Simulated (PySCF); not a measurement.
# Correlation energy of In⁺ (indium, charge +1)

[Kr] 4d10 5s2, closed-shell 1S. Calculation: PySCF 2.14, in def2-SVP with the def2 core potential (28 electrons) (4s4p2d, 26 functions); scalar relativity through the core potential. Frozen: 4s2 4p6 4d10; 2 electrons correlated.

Total MP2 correlation energy: -20.73 mhartree.

Same-spin part 0.00 and opposite-spin part -20.73 mhartree; SCS-MP2 scales them by 1/3 and 6/5 to -24.88 mhartree.

With two correlated electrons CCSD is exact within the correlated space (frozen core and kept virtual orbitals).

```csv
level,correlation energy (mhartree)
CCSD,-31.19
```

Diagnostics: T1 = 0.0030, D1 = 0.0043, largest double amplitude 0.098.

Cost of the coupled-cluster step: 0.04 s of wall time on 1 thread of Intel(R) Xeon(R) Platinum 8559C (shared host), for 2 correlated electrons.
